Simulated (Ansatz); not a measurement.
Cost and result for the atomization energy of CH9BSi2 (`C[SiH2]B[SiH3]`) (13 atoms, 12 bonds).

```xyz
13

C    -1.616    0.385   -1.022
Si   -0.784   -1.155   -0.349
B     1.022   -0.865    0.471
Si    1.693    0.940    1.031
H    -1.687    1.156   -0.251
H    -1.049    0.799   -1.859
H    -2.625    0.164   -1.376
H    -0.755   -2.216   -1.397
H    -1.584   -1.700    0.796
H     1.733   -1.816    0.628
H     2.340    1.490   -0.201
H     2.710    0.935    2.118
H     0.604    1.883    1.412
```

Charge 0, multiplicity 1. Geometry: relaxed with PBE0-D4/def2-TZVP. It is one conformer, not always the lowest. Program: Ansatz. All runs use 4 threads of an Arm Neoverse N1 on a shared host. Times are those of one run each, without the atoms' runs, and a repeat can differ threefold. Electronic energies, without spin–orbit coupling; frozen cores. CCSD(T)/CBS adds CCSD(T) − MP2 in def2-TZVPP to the MP2 limit, and its time is that of the two runs behind it. T1 = 0.013. B3LYP takes the VWN-RPA correlation (the form of Gaussian; ORCA's B3LYP/G).

CCSD(T)/CBS is a level of theory with its own doubt, some kJ/mol a heavy atom from the limit and from the frozen cores, so smaller differences don't rank the functionals.

```csv
level,functions,wall time
PBE-D4/def2-TZVPP (with forces),272,4.4 s
PBE0-D4/def2-TZVPP,272,4.9 s
r2SCAN-D4/def2-TZVPP (with forces),272,8.5 s
B3LYP-D4/def2-TZVPP (with forces),272,8.5 s
B2PLYP/def2-TZVPP,272,9.5 s
ωB97X-V/def2-TZVPP,272,14 s
ωB97M-V/def2-TZVPP (with forces),272,20 s
MP2/def2-QZVPP,524,40 s
CCSD(T)/def2-TZVPP,272,3.1 min
CCSD(T)/CBS(def2),–,3.7 min
```

**Question.** What atomization energy does each give, and how far from CCSD(T)/CBS? (An estimate is asked.)

**Answer.** Computed: 
| level | atomization (kcal/mol) | difference from CCSD(T)/CBS | per bond |
| --- | --- | --- | --- |
| PBE-D4/def2-TZVPP (with forces) | 999.7 | -0.2 | 0.0 |
| PBE0-D4/def2-TZVPP | 997.5 | -2.4 | -0.2 |
| r2SCAN-D4/def2-TZVPP (with forces) | 1004.3 | 4.4 | 0.4 |
| B3LYP-D4/def2-TZVPP (with forces) | 1003.8 | 3.9 | 0.3 |
| B2PLYP/def2-TZVPP | 989.4 | -10.5 | -0.9 |
| ωB97X-V/def2-TZVPP | 1008.1 | 8.2 | 0.7 |
| ωB97M-V/def2-TZVPP (with forces) | 1003.0 | 3.1 | 0.3 |
| MP2/def2-QZVPP | 986.1 | -13.8 | -1.2 |
| CCSD(T)/def2-TZVPP | 978.3 | -21.6 | -1.8 |
| CCSD(T)/CBS(def2) | 999.9 | 0.0 | 0.0 |

From PBE to PBE0 (25 % exact exchange), in def2-TZVPP and without D4, the atomization energy moves by −1.3 kcal/mol: exact exchange takes away binding that semilocal exchange gives to molecules. In def2-TZVPP, CCSD(T) changes the Hartree–Fock value by +200.1 kcal/mol (the triples alone add +8.2 kcal/mol) and MP2 by +195.1 kcal/mol; breaking electron pairs costs correlation energy, which Hartree–Fock lacks. The D4 term adds +9.9 kcal/mol with B3LYP and +5.3 kcal/mol with PBE0; it sums over pairs of atoms, weighted by their polarisabilities, and B3LYP, whose exchange is more repulsive, gets the larger term.
